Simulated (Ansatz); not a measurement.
```yaml
crystal:
  periodic: [false, false, false]
  atoms:
    - {symbol: Mn, position_ang: [-0.596552, 0.694679, -0.713866]}
    - {symbol: O, position_ang: [0.897267, -0.246248, -0.008924]}
    - {symbol: O, position_ang: [-0.334879, -0.742776, 0.607998]}
basis:
  gaussian: {orbitals: pcseg-2}
total_charge: 1
hamiltonian: {xc: {name: B3LYP5}}
scf: {omitted_lower_state_checks: [starts]}
output: {forces: true}
```

```sh
$ ansatz run in.yaml --threads 4 --pin off --events-out ev --progress --plain --max-ram 3916MiB
```

Shortened log:

```
Functional definition: B3LYP5
  name "B3LYP5"
  cite "Stephens, Devlin, Chabalowski & Frisch, J. Phys. Chem. 98, 11623 (1994) doi:10.1021/j100096a001"
  cite "Becke, Phys. Rev. A 38, 3098 (1988) doi:10.1103/PhysRevA.38.3098"
  cite "Lee, Yang & Parr, Phys. Rev. B 37, 785 (1988) doi:10.1103/PhysRevB.37.785"
  cite "Vosko, Wilk & Nusair, Can. J. Phys. 58, 1200 (1980) doi:10.1139/p80-159"
  parameter a0 = 0.2
  parameter ax = 0.72
  parameter ac = 0.81
  exchange = (1 - a0 - ax)*slater_x + ax*b88_x + a0*exact_x
  correlation = (1 - ac)*vwn5_c + ac*lyp_c
these checks for a lower state are left out or cut short: starts
786 factors; their error is unknown
mean field evaluation 1: about -35383.6816 eV, gradient 8.6e1 eV
mean field evaluation 2: about -34906.7326 eV, gradient 4.3e2 eV
mean field evaluation 4: about -35378.5965 eV, gradient 1.1e2 eV
mean field evaluation 8: about -35398.3541 eV, gradient 7.1e-3 eV
mean field evaluation 16: about -35398.4771 eV, gradient 3.3e-5 eV
mean field -35398.47713136 eV, -1300.8700406277 hartree, gradient 1.1e-5 eV, S^2 0.000000; 0 other end points of the search recorded, 0 dependent functions left out
the calculation of the forces begins
reference -35398.47729767 eV, -1300.8700467396 hartree; 20, 20 occupied and 96, 96 virtual orbitals, 786 factors
Total energy: -35398.47729767 eV, -1300.8700467396 hartree
Atom 0 at    -0.596552     0.694679    -0.713866 Å, force     2.609954    -3.563554     3.039247 eV/Å
Atom 1 at     0.897267    -0.246248    -0.008924 Å, force    -4.997228     0.274270     0.347512 eV/Å
Atom 2 at    -0.334879    -0.742776     0.607998 Å, force     2.387275     3.289284    -3.386759 eV/Å
Dipole moment:    -0.599290     0.814375    -0.694212 e Å
Checks for a lower state left out: starts
```

Hardware: 4 threads of Intel Xeon on a shared host. Wall time 1.9 s.

The restricted singlet is unstable towards broken spin symmetry at other levels; at RKS B3LYP5/pcseg-2 this wasn't settled.

The dipole of an ion depends on the origin.
